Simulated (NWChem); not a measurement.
MgH₂Se; SMILES [MgH][SeH]

```xyz
4

Mg     0.0170    -1.7548     0.0000
H      0.0284    -3.4570     0.0000
Se     0.0359     0.7012     0.0000
H     -1.4521     0.6750     0.0000
```
Atoms are numbered in this order, from 1.

All runs use the structure optimised with PBE-D3(BJ)/def2-SVP.

Symmetry labels are those of Cs in the frame above (b1 and b2, or b-type labels, depend on it).

Question: List the 4 lowest vertical singlet excitations from B3LYP/def2-SVP, full TDDFT (NWChem).

Answer: 
```json
[
 {"state": "S1", "energy (eV)": "4.34", "oscillator strength": "0.051", "symmetry": "a\"", "leading excitation (squared amplitude)": "HOMO → LUMO (1.00)"},
 {"state": "S2", "energy (eV)": "4.52", "oscillator strength": "0.000", "symmetry": "a\"", "leading excitation (squared amplitude)": "HOMO → LUMO+1 (0.99)"},
 {"state": "S3", "energy (eV)": "5.02", "oscillator strength": "0.004", "symmetry": "a'", "leading excitation (squared amplitude)": "HOMO → LUMO+2 (0.84)"},
 {"state": "S4", "energy (eV)": "5.37", "oscillator strength": "0.004", "symmetry": "a'", "leading excitation (squared amplitude)": "HOMO−1 → LUMO+1 (0.99)"}
]
```
